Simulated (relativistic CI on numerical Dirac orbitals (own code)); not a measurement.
## Forbidden transitions in Ir⁶¹⁺

Method of calculation: Dirac-Coulomb-Breit CI, orbitals from a KLI potential per configuration, model QED (radiative potential, 1s self-energy scaled to tabulated hydrogen-like ionisation energies), unscaled Slater integrals (own radial code, finite nucleus).

Configuration list (outside the closed core [Ne]): 3s2 3p4, 3s2 3p3 3d, 3s 3p5, 3p6, 3s 3p4 3d, 3s 3p3 3d2, 3p5 3d, 3s2 3p2 3d 4p, 3s 3p3 3d 4s, 3p5 4s, 3s2 3p3 4s, 3p5 4p, 3s2 3p2 3d2, 3s2 3p 3d3, 3s 3p2 3d3, 3s2 3p 3d2 4s, 3p4 3d2, 3p3 3d3, 3p3 3d2 4s, 3s2 3p2 3d 4s, 3s 3p2 3d2 4s, 3s2 3p 3d 4s2. Double excitations out of closed p, d and f shells are left out; levels of such configurations are missing from the list, as are those of other unlisted configurations, and high levels can miss mixing partners.

```csv
λ vac (Å),Lower,Upper,Type,A (s⁻¹),gf,Branching (%)
27.057,3s2 3p3 3d 5D°_4 [34],3s2 3p3 3d 3D°_3 [149],M1,2.97e+08,2.28e-04,2.8
27.523,3s2 3p3 3d 3F°_4 [7],3s2 3p3 3d 1F°_3 [41],M1,3.15e+08,2.50e-04,13.0
27.787,3s2 3p3 3d 3D°_3 [33],3s2 3p3 3d 3D°_2 [146],M1,5.18e+08,3.00e-04,4.9
28.171,3s2 3p3 3d 3D°_3 [33],3s2 3p3 3d 3F°_4 [144],M1,1.33e+08,1.43e-04,3.7
28.188,3s2 3p3 3d 5D°_4 [34],3s2 3p3 3d 3F°_4 [144],M1,5.04e+08,5.40e-04,14.0
28.248,3s2 3p4 3P_1 [11],3s2 3p4 3P_0 [49],M1,1.46e+09,1.75e-04,8.1
28.742,3s2 3p4 3P_2 [1],3s2 3p4 1D_2 [12],M1,3.54e+08,2.19e-04,54.9
28.908,3s2 3p3 3d 3D°_1 [38],3s2 3p3 3d 3D°_2 [146],M1,2.89e+08,1.81e-04,2.7
29.277,3s2 3p3 3d 3F°_4 [7],3s2 3p3 3d 3G°_5 [37],M1,1.12e+08,1.59e-04,53.7
29.304,3s2 3p3 3d 3G°_5 [37],3s2 3p3 3d 3F°_4 [144],M1,1.44e+08,1.67e-04,4.0
29.388,3s2 3p3 3d 3D°_2 [40],3s2 3p3 3d 3D°_3 [149],M1,2.53e+08,2.29e-04,2.4
29.433,3s2 3p4 3P_2 [1],3s2 3p4 3P_1 [11],M1,5.79e+08,2.26e-04,67.8
29.509,3s2 3p3 3d 3F°_4 [7],3s2 3p3 3d 3F°_4 [36],M1,7.04e+07,8.27e-05,28.8
29.635,3s2 3p3 3d 3F°_3 [6],3s2 3p3 3d 3G°_4 [25],M1,1.08e+08,1.27e-04,85.1
30.172,3s2 3p3 3d 3D°_2 [3],3s2 3p3 3d 3F°_2 [21],M1,3.47e+08,2.37e-04,3.4
30.483,3s2 3p3 3d 3F°_4 [7],3s2 3p3 3d 5D°_4 [34],M1,4.46e+08,5.59e-04,69.1
30.743,3s2 3p3 3d 3D°_1 [4],3s2 3p3 3d 5D°_0 [22],M1,6.33e+08,8.97e-05,3.8
30.980,3s2 3p4 1S_0 [2],3s2 3p4 3P_1 [11],M1,2.06e+08,8.90e-05,24.1
31.074,3s2 3p3 3d 3D°_2 [8],3s2 3p3 3d 3D°_3 [33],M1,3.14e+08,3.18e-04,2.5
32.699,3s2 3p3 3d 3D°_3 [9],3s2 3p3 3d 5D°_4 [34],M1,1.88e+08,2.71e-04,29.1
```

Terms are leading LS components. Brackets give the number of a level in order of energy, since labels repeat. The list gives strong lines, with weight on those to low levels, among the lowest 200 of 2790 levels, so that lines to higher ones, which can be the strongest, are missing. Levels whose partners in the same complex of configurations lie outside the list can be far off, and so can their lines. Rates are taken at the computed energies, electric ones in the length gauge.

At this charge energies of transitions that change n are usually good to better than 1 %, and those within a shell (Δn = 0) to a few per cent.

LS names give the leading component of a level, which can be under half, so a name can repeat, a term be missing and a line seem to break the LS rules.
